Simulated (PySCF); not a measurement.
# Radial density of P+ (phosphorus, charge +1)

UHF, [Ne] 3s2 3p1 3d1, one real determinant (an excited configuration). Calculation: PySCF 2.14, in dyall-av2z; no relativity, point nucleus.

```tsv
r (bohr)	4πr²ρ (e/bohr)	4πr²(ρα − ρβ)
0.00213	0.1173	0.0000
0.00358	0.3170	0.0000
0.00603	0.8348	-0.0001
0.0101	2.087	-0.0002
0.0171	4.805	-0.0004
0.0287	9.606	-0.0004
0.0483	15.25	0.0014
0.0812	16.78	0.0121
0.137	12.11	0.0488
0.230	12.00	0.1082
0.386	15.97	0.0873
0.650	8.192	-0.0063
1.09	2.073	0.2970
1.84	1.970	0.7656
3.09	0.6730	0.4920
5.20	0.1006	0.0985
8.75	8.550e-05	0.0001
```

⟨L²⟩ = 8.03 against 12 for a pure F term, so this real determinant mixes terms. The outer electron is Rydberg-like, and this basis confines it to a smaller radius and binds it less than a complete one would.

(1) Where is the radial spin density 4πr²(ρα − ρβ) most negative, and why is it negative at all?

Answers

(1) Around r = 0.650 bohr, down to -0.0063 e/bohr: exchange with the open shell polarises the paired shells in an unrestricted calculation.
